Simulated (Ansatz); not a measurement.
A nudged elastic band was laid between two geometries of CH$_{5}$B$_{2}$Si (9 atoms, charge -1, multiplicity 1).

Level of theory: RKS BLYP/cc-pVDZ (Ansatz 0.2.0).

```json
{"movable images": "5", "climbing image": "yes", "spring": "5.0 eV/Å²", "optimiser": "quadratic models (default)", "start path": "IDPP", "force threshold": "0.05 eV/Å", "iteration limit": "60", "end points": "relaxed"}
```

Image 0:

```xyz
9
Properties=species:S:1:pos:R:3
C -1.728 1.906 -1.149
B -0.930 0.816 -1.007
B 0.032 -0.449 -0.751
Si 0.940 -0.817 1.038
H -2.378 2.757 -1.335
H 0.308 -1.303 -1.593
H 0.688 0.161 2.175
H 2.470 -0.893 0.967
H 0.597 -2.178 1.654
```

Image 6:

```xyz
9
Properties=species:S:1:pos:R:3
C -0.478 1.865 -2.055
B -0.643 0.809 -1.216
B -0.748 -0.417 -0.178
Si 0.670 -0.813 1.233
H -0.431 2.686 -2.766
H -1.679 -1.219 -0.129
H 0.156 -0.751 2.677
H 1.906 0.072 1.258
H 1.246 -2.233 1.177
```

Which bonds break or form, and what moves?

No bond is made or broken. The dihedral H6–B3–Si4–H8 goes from 58 to 178°. The two ends are copies of one structure, up to a mirror image or an exchange of like atoms.

Give the energies along the band, and the barrier.

It converged. The highest image is number 3 of 0 to 6, 2.0 kJ/mol above the ends, which have the same energy within 2 meV. A vibrational analysis at the climbing image gives one clearly imaginary mode, 91i cm⁻¹: a first-order saddle point. Limits of this set-up: an anion without diffuse functions, the dipole of an ion depends on the origin.

```
image  path coordinate (Å)  energy (kJ/mol)  dihedral H6–B3–Si4–H8 (°)
    0                 0.00              0.0                         58
    1                 0.66              0.4                         76
    2                 1.32              1.4                         97
    3                 1.98              2.0                        120
    4                 2.63              1.5                        142
    5                 3.28              0.5                        162
    6                 3.93              0.0                        178
```

What is the geometry of the highest image?


```xyz
9
Properties=species:S:1:pos:R:3
C -0.919 2.076 -1.608
B -0.714 0.825 -1.119
B -0.438 -0.634 -0.498
Si 0.737 -0.864 1.160
H -1.137 3.037 -2.067
H -0.893 -1.680 -0.958
H 0.257 -0.107 2.395
H 2.171 -0.369 0.997
H 0.936 -2.285 1.698
```

Time of the run: 77 s on 1 thread of Arm Neoverse V1, on a shared host, peak memory 0.12 GiB.
